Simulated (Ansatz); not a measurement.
Ge(CF3)2H2 (C2H2F6Ge). Charge 0, multiplicity 1. Geometry r2SCAN-D4/def2-SVP, basis def2-TZVP, Ansatz.

```
run  HOMO (eV)  LUMO (eV)
  A      -8.51      -0.60
  B      -9.42      -0.22
  C     -11.19       0.83
  D      -8.40      -0.50
  E      -9.61       0.06
  F      -8.03      -0.75
```

B3LYP takes the VWN-RPA correlation.

Problem. The runs used B3LYP, B97M-V, BHLYP, PBE, PBE0, r2SCAN. Estimate which is which.

Solution. A B97M-V (0 % exact exchange); B B3LYP (20 % exact exchange); C BHLYP (50 % exact exchange); D r2SCAN (0 % exact exchange); E PBE0 (25 % exact exchange); F PBE (0 % exact exchange). Exact exchange lowers occupied and raises empty levels; among semilocal functionals meta-GGAs tend to open the gap a little, and such runs are hard to tell apart. The gap grows from 7.28 eV (PBE) to 12.03 eV (BHLYP).
